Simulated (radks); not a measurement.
Results of a calculation; reference values are marked as such.
Task: Radial electron density D(r) = 4 pi r^2 rho(r) of an atom or ion with 32 electrons. Level of theory: scalar-relativistic Kohn-Sham, PBEsol, spin-unpolarised, spherical densities, finite nucleus; Fermi nuclear charge, rms radius of each element as measured or else 0.836 A^(1/3) + 0.57 fm (a radial shooting solver on a logarithmic mesh with Libxc functionals).

```
   r/bohr * D(r) (the largest magnitude, 49.3, reaches the edge; | marks zero)
 0.008018 |               *
 0.009409 |                  *
  0.01095 |                      *
  0.01275 |                           *
  0.01496 |                                *
  0.01742 |                                    *
  0.02028 |                                        *
   0.0238 |                                            *
  0.02771 |                                              *
  0.03225 |                                              *
  0.03785 |                                             *
  0.04407 |                                          *
   0.0513 |                                       *
   0.0602 |                                     *
  0.07008 |                                      *
  0.08159 |                                        *
  0.09574 |                                             *
   0.1115 |                                                   *
   0.1298 |                                                      *
   0.1523 |                                                      *
   0.1773 |                                                 *
   0.2064 |                                         *
   0.2402 |                                 *
   0.2819 |                             *
   0.3282 |                             *
   0.3821 |                                 *
   0.4484 |                                    *
    0.522 |                                   *
   0.6077 |                              *
   0.7131 |                      *
   0.8302 |              *
   0.9665 |         *
    1.134 |     *
     1.32 |   *
    1.537 |  *
    1.804 | *
      2.1 | *
    2.445 |*
    2.869 *
     3.34 *
    3.888 *
    4.563 *
    5.312 *
    6.184 *
    7.199 *
    8.448 *
    9.835 *
    11.45 *
    13.44 *
    15.64 *
    18.21 *
```

What is the nuclear charge?

Result: Z = 34. The innermost maximum, from 1s, lies near gamma/Z bohr with gamma = sqrt(1 - (Z/c)^2) = 0.969, here 0.0285 bohr (found: 0.0310), and its height grows with Z. The density is that of the selenium ion Se2+ in [Ar] 3d10 4s2 4p1 6p1; the configuration itself is not fixed sharply by these data, and Z only to about a unit. D(r) has 4 maxima, at r = 0.0310, 0.138, 0.470, 8.45 bohr, and minima at 0.0647, 0.298, 5.23 bohr, inside which lie 2.08, 11.01, 31.15 electrons.
